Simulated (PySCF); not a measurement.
**Radial density of Ne (neon, neutral)**

UHF, [Ne], closed-shell 1S. Computed with PySCF 2.14 in dyall-av3z (15s9p3d2f, 71 functions), with the spin-free X2C one-electron Hamiltonian (Gaussian nucleus).

| r (bohr) | 4πr²ρ (e/bohr) |
| --- | --- |
| 0.00203 | 0.03373 |
| 0.00342 | 0.09107 |
| 0.00575 | 0.2418 |
| 0.00968 | 0.6235 |
| 0.0163 | 1.528 |
| 0.0274 | 3.435 |
| 0.0461 | 6.671 |
| 0.0775 | 10.14 |
| 0.130 | 10.40 |
| 0.219 | 6.516 |
| 0.369 | 5.553 |
| 0.620 | 7.945 |
| 1.04 | 5.417 |
| 1.75 | 1.325 |
| 2.95 | 0.08938 |
| 4.96 | 0.0007665 |

Densities and radii are taken from the X2C orbitals without a picture-change correction, which distorts them close to the nucleus.
